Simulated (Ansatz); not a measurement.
Consider the ligand exchange at the Sn–N bond: `C[SiH2][NH][SnH3]` + `OBO` → `OB[O][SnH3]` + `C[SiH2]N`.

Isolated molecules relaxed with PBE0-D4/def2-TZVP in Ansatz; ΔE leaves out vibrations. CBS: MP2 limit from def2 TZ/QZ plus the TZ coupled-cluster correction, frozen cores. This one scheme is used for every species. DFT in def2-TZVPP. def2 core potentials past Kr. For Sn outer-core shells are correlated without core-valence functions, which leaves a few kJ/mol of doubt a bond. One conformer a species, not always the lowest.

```json
{"level": "PBE0-D4", "ΔE (eV)": "-0.23"}
{"level": "ωB97X-V", "ΔE (eV)": "-0.27"}
{"level": "ωB97M-V", "ΔE (eV)": "-0.26"}
{"level": "B2PLYP", "ΔE (eV)": "-0.30"}
{"level": "PBE0", "ΔE (eV)": "-0.26"}
{"level": "SCS-MP2/def2-TZVPP", "ΔE (eV)": "-0.24"}
{"level": "CCSD/def2-TZVPP", "ΔE (eV)": "-0.23"}
{"level": "SCS-MP2/def2-QZVPP", "ΔE (eV)": "-0.25"}
```

What does CCSD(T)/CBS give? (Estimate.)

Computed: -0.24 eV. The listed levels differ from it by 0.01, -0.03, -0.02, -0.06, -0.02, 0.00, 0.01, -0.01 eV.

Largest T1 diagnostic among the species: 0.014.

In def2-TZVPP, CCSD(T) changes the Hartree–Fock value by +0.09 eV (the triples alone add +0.01 eV) and MP2 by +0.11 eV. The D4 term adds +0.06 eV with B3LYP and +0.04 eV with PBE0; it sums over pairs of atoms, weighted by their polarisabilities, and B3LYP, whose exchange is more repulsive, gets the larger term.

B3LYP here is the variant with VWN-RPA as its local correlation; programs differ in this.
